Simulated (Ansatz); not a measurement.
A short molecular-dynamics run on the cluster Li6⁻.

```yaml
crystal:
  periodic: [false, false, false]
  atoms:
    - {symbol: Li, position_ang: [-1.875783, 0.422685, 0.969512]}
    - {symbol: Li, position_ang: [0.929061, -0.774638, 1.750299]}
    - {symbol: Li, position_ang: [-0.896153, 0.789995, -1.752529]}
    - {symbol: Li, position_ang: [1.868094, -0.446954, -0.982112]}
    - {symbol: Li, position_ang: [-0.655363, -1.922928, -0.711524]}
    - {symbol: Li, position_ang: [0.630153, 1.931830, 0.726353]}
basis:
  gaussian: {orbitals: "6-31G*"}
total_charge: -1
magnetization: {spin_polarized: false, initial_magnetization: 1}
hamiltonian: {xc: {name: BLYP}}
md: {timestep: 0.5 fs, n_steps: 15, ensemble: nve, temperature: 1500, initial_velocities: maxwell_boltzmann, seed: 265}
scf: {omitted_lower_state_checks: [starts]}
```

```sh
$ ansatz run in.yaml --threads 4 --pin off --events-out ev --progress --plain --max-ram 3916MiB
```

```csv
step,time (fs),potential energy (eV),kinetic (eV),T (K),conserved (eV)
0,0.0,-1226.2299,0.7756,1500,-1225.4543
1,0.5,-1226.2298,0.7755,1500,-1225.4543
2,1.0,-1226.2292,0.7749,1499,-1225.4543
3,1.5,-1226.2280,0.7737,1496,-1225.4543
4,2.0,-1226.2263,0.7719,1493,-1225.4543
5,2.5,-1226.2238,0.7695,1488,-1225.4543
6,3.0,-1226.2208,0.7665,1482,-1225.4543
7,3.5,-1226.2171,0.7628,1475,-1225.4543
8,4.0,-1226.2127,0.7584,1467,-1225.4543
9,4.5,-1226.2076,0.7533,1457,-1225.4543
10,5.0,-1226.2018,0.7475,1446,-1225.4543
11,5.5,-1226.1953,0.7409,1433,-1225.4543
12,6.0,-1226.1880,0.7337,1419,-1225.4543
13,6.5,-1226.1800,0.7257,1403,-1225.4543
14,7.0,-1226.1712,0.7169,1387,-1225.4543
15,7.5,-1226.1617,0.7074,1368,-1225.4543
```

Velocities are drawn at the set temperature; a run this short doesn't reach equilibrium.

The 6-31G sets use Cartesian d functions. The highest occupied level of an anion often lies above zero with these methods, and sets without diffuse functions describe the outer electron poorly.

With spin_polarized false and unpaired electrons the run is restricted open-shell.

Frames (Å, forces in eV/Å):

```xyz
6
time=0.0 fs
Li   -1.876    0.423    0.970    0.060    0.017   -0.046
Li    0.929   -0.775    1.750   -0.011    0.043   -0.067
Li   -0.896    0.790   -1.753   -0.003   -0.052    0.071
Li    1.868   -0.447   -0.982   -0.055   -0.006    0.049
Li   -0.655   -1.923   -0.712    0.032    0.070   -0.009
Li    0.630    1.932    0.726   -0.021   -0.071    0.002
6
time=0.5 fs
Li   -1.877    0.418    0.964    0.058    0.018   -0.043
Li    0.931   -0.760    1.749   -0.013    0.027   -0.064
Li   -0.899    0.798   -1.751    0.002   -0.061    0.076
Li    1.869   -0.453   -0.984   -0.056   -0.003    0.047
Li   -0.657   -1.929   -0.711    0.032    0.077   -0.010
Li    0.634    1.927    0.734   -0.023   -0.058   -0.007
6
time=1.0 fs
Li   -1.879    0.413    0.958    0.057    0.019   -0.039
Li    0.932   -0.745    1.747   -0.015    0.010   -0.060
Li   -0.902    0.805   -1.750    0.008   -0.070    0.080
Li    1.869   -0.459   -0.985   -0.056    0.001    0.046
Li   -0.658   -1.936   -0.711    0.032    0.084   -0.011
Li    0.639    1.921    0.741   -0.026   -0.044   -0.016
6
time=1.5 fs
Li   -1.881    0.407    0.953    0.055    0.020   -0.035
Li    0.933   -0.730    1.745   -0.017   -0.009   -0.056
Li   -0.905    0.813   -1.749    0.013   -0.078    0.083
Li    1.869   -0.465   -0.987   -0.057    0.004    0.044
Li   -0.660   -1.942   -0.711    0.033    0.091   -0.012
Li    0.643    1.916    0.749   -0.028   -0.029   -0.025
6
time=2.0 fs
Li   -1.882    0.402    0.947    0.054    0.020   -0.030
Li    0.935   -0.715    1.743   -0.019   -0.028   -0.051
Li   -0.908    0.820   -1.748    0.019   -0.085    0.087
Li    1.870   -0.471   -0.988   -0.057    0.007    0.043
Li   -0.661   -1.948   -0.710    0.034    0.098   -0.013
Li    0.647    1.911    0.757   -0.031   -0.013   -0.035
6
time=2.5 fs
Li   -1.884    0.397    0.941    0.053    0.021   -0.026
Li    0.936   -0.700    1.741   -0.020   -0.048   -0.046
Li   -0.911    0.828   -1.747    0.025   -0.092    0.090
Li    1.870   -0.476   -0.990   -0.058    0.011    0.041
Li   -0.663   -1.955   -0.710    0.034    0.105   -0.013
Li    0.651    1.906    0.764   -0.033    0.004   -0.046
6
time=3.0 fs
Li   -1.886    0.392    0.935    0.052    0.022   -0.021
Li    0.938   -0.685    1.740   -0.022   -0.070   -0.041
Li   -0.914    0.835   -1.746    0.030   -0.099    0.092
Li    1.871   -0.482   -0.991   -0.059    0.014    0.039
Li   -0.664   -1.961   -0.710    0.035    0.111   -0.013
Li    0.655    1.901    0.772   -0.037    0.022   -0.056
6
time=3.5 fs
Li   -1.887    0.387    0.930    0.051    0.023   -0.017
Li    0.939   -0.670    1.738   -0.023   -0.093   -0.035
Li   -0.917    0.843   -1.745    0.036   -0.106    0.095
Li    1.871   -0.488   -0.993   -0.059    0.017    0.038
Li   -0.665   -1.967   -0.709    0.036    0.117   -0.014
Li    0.659    1.895    0.779   -0.040    0.042   -0.067
6
time=4.0 fs
Li   -1.889    0.382    0.924    0.050    0.024   -0.012
Li    0.940   -0.655    1.736   -0.024   -0.116   -0.028
Li   -0.919    0.850   -1.743    0.041   -0.112    0.097
Li    1.871   -0.494   -0.994   -0.060    0.020    0.036
Li   -0.667   -1.973   -0.709    0.037    0.123   -0.014
Li    0.663    1.890    0.787   -0.043    0.062   -0.079
6
time=4.5 fs
Li   -1.890    0.377    0.918    0.049    0.024   -0.007
Li    0.942   -0.640    1.734   -0.025   -0.141   -0.021
Li   -0.922    0.858   -1.742    0.046   -0.117    0.099
Li    1.871   -0.500   -0.996   -0.061    0.023    0.035
Li   -0.668   -1.979   -0.709    0.038    0.129   -0.014
Li    0.668    1.885    0.794   -0.047    0.083   -0.091
6
time=5.0 fs
Li   -1.892    0.372    0.913    0.048    0.025   -0.002
Li    0.943   -0.626    1.732   -0.026   -0.167   -0.014
Li   -0.925    0.865   -1.741    0.051   -0.123    0.100
Li    1.872   -0.506   -0.997   -0.061    0.026    0.034
Li   -0.669   -1.986   -0.708    0.039    0.134   -0.014
Li    0.672    1.880    0.801   -0.051    0.105   -0.103
6
time=5.5 fs
Li   -1.894    0.367    0.907    0.047    0.026    0.002
Li    0.945   -0.611    1.730   -0.027   -0.194   -0.006
Li   -0.928    0.872   -1.739    0.057   -0.128    0.101
Li    1.872   -0.512   -0.999   -0.062    0.028    0.032
Li   -0.671   -1.992   -0.708    0.040    0.139   -0.014
Li    0.676    1.875    0.809   -0.055    0.129   -0.116
6
time=6.0 fs
Li   -1.895    0.362    0.901    0.046    0.026    0.007
Li    0.946   -0.596    1.728   -0.027   -0.222    0.002
Li   -0.931    0.880   -1.738    0.062   -0.133    0.102
Li    1.872   -0.518   -1.000   -0.063    0.031    0.031
Li   -0.672   -1.998   -0.708    0.041    0.144   -0.014
Li    0.680    1.870    0.816   -0.059    0.153   -0.129
6
time=6.5 fs
Li   -1.897    0.357    0.895    0.045    0.027    0.012
Li    0.947   -0.582    1.726   -0.028   -0.252    0.011
Li   -0.934    0.887   -1.736    0.067   -0.137    0.103
Li    1.872   -0.523   -1.001   -0.063    0.034    0.030
Li   -0.673   -2.004   -0.708    0.042    0.149   -0.014
Li    0.684    1.865    0.823   -0.063    0.179   -0.143
6
time=7.0 fs
Li   -1.898    0.352    0.890    0.044    0.028    0.018
Li    0.949   -0.567    1.725   -0.028   -0.282    0.020
Li   -0.936    0.894   -1.735    0.072   -0.141    0.104
Li    1.873   -0.529   -1.003   -0.064    0.036    0.029
Li   -0.675   -2.009   -0.707    0.043    0.153   -0.014
Li    0.688    1.860    0.831   -0.067    0.206   -0.156
6
time=7.5 fs
Li   -1.899    0.347    0.884    0.044    0.028    0.023
Li    0.950   -0.553    1.723   -0.028   -0.314    0.029
Li   -0.939    0.901   -1.733    0.077   -0.145    0.104
Li    1.873   -0.535   -1.004   -0.065    0.039    0.028
Li   -0.676   -2.015   -0.707    0.044    0.158   -0.014
Li    0.692    1.855    0.838   -0.072    0.234   -0.171
```

Run time 23 s (4 threads of Arm Neoverse V2 on a shared host).
